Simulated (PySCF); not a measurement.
Polarisability and C₆ of Hg⁺ (mercury, charge +1)

[Xe] 4f14 5d10 6s1, 2S determinant. Calculation: PySCF 2.14, in def2-TZVPPD with the def2 core potential (60 electrons); scalar relativity through the core potential. Coupled (time-dependent) response in atomic units; α is the mean over directions.

| method | mean α (bohr³) | C₆ (like pair) | S(−4) |
| --- | --- | --- | --- |
| UHF | 23.19 | 156.0 | 307.1 |
| PBE | 17.74 | 122.4 | 135.3 |
| PBE0 | 18.48 | 126.6 | 155.3 |
| B97-3 | 18.27 | 125.6 | 148.1 |
| CAM-B3LYP | 18.54 | 126.7 | 157.2 |

S(−4) is the Cauchy moment in α(ω) = α(0) + S(−4) ω² + …

α(iu) at B97-3:

| u (hartree) | α(iu) (bohr³) |
| --- | --- |
| 0 | 18.27 |
| 0.0500 | 17.91 |
| 0.100 | 16.95 |
| 0.200 | 14.24 |
| 0.300 | 11.70 |
| 0.500 | 8.324 |
| 0.750 | 6.098 |
| 1.00 | 4.832 |
| 1.50 | 3.357 |
| 2.00 | 2.469 |
| 3.00 | 1.459 |
| 5.00 | 0.6519 |

For an ion, C₆ is the dispersion term alone; charge-induced terms of lower order in 1/R come first.

Energies and moments cover only the electrons outside the core potential. Spin-orbit coupling, which splits the p, d and f shells strongly at this Z, is absent.
